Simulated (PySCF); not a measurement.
BH6NO2Si, SMILES N(B(O)O)[SiH3].

Geometry: PBE-D3(BJ)/def2-SVP. This is a generated structure with no PubChem entry under its InChIKey; it may be hypothetical. One conformer was computed; it need not be the lowest.

These are PBE-D3(BJ)/def2-SVP run with PySCF 2.14.0 values and carry that method's errors.

Frequencies are harmonic and unscaled.

```
mode  ν (cm⁻¹)  IR (km/mol)  moving atoms (share of kinetic energy)
----  --------  -----------  --------------------------------------
1           89          4.7          N 33 %, O 30 %, H 26 %, Si 9 %
2          110          0.3                                  H 89 %
3          132          2.5         O 42 %, Si 27 %, H 15 %, N 12 %
4          290         20.9                          H 82 %, N 12 %
5          374          4.3                 O 51 %, Si 21 %, H 18 %
6          453         28.4          O 45 %, H 26 %, N 16 %, B 11 %
7          455         84.4                          H 83 %, O 11 %
8          478        152.5                                  H 95 %
9          629         37.9                  B 73 %, O 13 %, H 10 %
10         642         31.3                 H 63 %, O 15 %, Si 14 %
11         694         34.9                          H 78 %, Si 8 %
12         800         49.7         N 47 %, H 27 %, O 13 %, Si 13 %
13         903         68.3                                  H 96 %
14         915         21.8                  O 38 %, N 29 %, H 28 %
15         919        207.3                                  H 90 %
16         942        155.9                                  H 92 %
17         961         85.0                          H 80 %, O 14 %
18         991        116.2                          H 77 %, O 18 %
19        1159         42.5                  H 63 %, N 18 %, O 10 %
20        1418        271.2                   B 72 %, O 15 %, H 9 %
21        1438        599.4           B 63 %, N 17 %, O 11 %, H 9 %
22        2161        110.1                                  H 98 %
23        2165        135.3                                  H 96 %
24        2169         97.7                                  H 97 %
25        3557         26.7                                  H 93 %
26        3771         73.8                                  H 94 %
27        3779         51.5                                  H 94 %
```
